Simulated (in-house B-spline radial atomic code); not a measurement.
A run on neutral terbium that did not converge. Method: scalar-relativistic (X2C) revTPSS, spin-polarised, spherical fractional occupations, Fermi nucleus of rms radius 5.06 fm; computed with an all-electron radial atomic-structure program (B-spline basis).

Command:
```bash
python run_scf.py task.json out
```
Settings (nuclear radius in fm, mass in u):
```
Z                65
configuration    [Kr] 4d9.625 4f9 5s2 5p6 5f0.375 6s2
hamiltonian      x2c
method           revtpss,revtpss
spin_polarised   True
nucleus          fermi
rms_radius       5.06
atomic_mass      158.92535
speed_of_light   137.035999084
```

First and last ten iterations of the last attempt (damped for 15 steps, keeping 80 % of the old Fock matrix, then DIIS):
```
 iter        energy (Eh)    residual
    1      -11704.765888    1.05e-01
    2      -11704.769502    3.13e-03
    3      -11704.769742    1.86e-03
    4      -11704.769784    1.27e-03
    5      -11704.769800    9.12e-04
    6      -11704.769812    6.92e-04
    7      -11704.769821    5.31e-04
    8      -11704.769828    4.09e-04
    9      -11704.769834    3.15e-04
   10      -11704.769840    2.43e-04
  111      -11704.770074    2.69e-05
  112      -11704.770076    2.65e-05
  113      -11704.770052    5.29e-05
  114      -11704.770042    6.63e-05
  115      -11704.770050    5.62e-05
  116      -11704.769967    1.43e-04
  117      -11704.770022    9.06e-05
  118      -11704.770066    3.27e-05
  119      -11704.770053    5.09e-05
  120      -11704.770061    3.85e-05
 not converged after 120 iterations
```

The smallest residual met was 2.5e-05; the threshold is about 6e-07. No energy from this run should be used. Cost of the run: 6.8 s on 1 thread of Arm Neoverse V1, with other jobs on the host.
